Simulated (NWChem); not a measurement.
System: AuNH3F; SMILES [NH3]->[Au][F]

def2 effective core potentials on Au; no spin-orbit coupling.

Problem. Give the equilibrium geometry at PBE0/def2-SVP with def2 effective core potentials on Au (NWChem) as an XYZ file, with the point group.

Solution. point group C3v; any orientation.
```
6

Au     0.0000     0.0000     0.0447
F      0.0000     0.0000     1.9689
N      0.0000     0.0000    -2.0146
H     -0.0667     0.9463    -2.3942
H     -0.7861    -0.5309    -2.3942
H      0.8528    -0.4154    -2.3942
```
